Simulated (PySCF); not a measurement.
## Correlation energy of Xe²⁺ (xenon, charge +2)

[Kr] 4d10 5s2 5p4, high-spin 3P determinant. All numbers are calculated (PySCF 2.14, a scalar-relativistic core potential, in aug-cc-pVDZ-PP with ECP28MDF). Frozen: 4s2 4p6 4d10; 6 electrons correlated.

MP2 pair energies summed by pair of shells (mhartree):

```csv
pair,energy,share (%)
5p-5p,-30.91,49.7
5s-5p,-26.95,43.3
5s-5s,-4.34,7.0
```

Total MP2 correlation energy: -62.20 mhartree.

Same-spin part -15.37 and opposite-spin part -46.83 mhartree; SCS-MP2 scales them by 1/3 and 6/5 to -61.32 mhartree.

```
  level  correlation energy (mhartree)
   CCSD                         -75.52
    (T)                          -0.80
CCSD(T)                         -76.32
```

Diagnostics: T1 = 0.0062, D1 = 0.0195, largest double amplitude 0.041.

Cost of the coupled-cluster step: 0.2 s of wall time on 1 thread of Neoverse-V1 (shared host), for 6 correlated electrons.
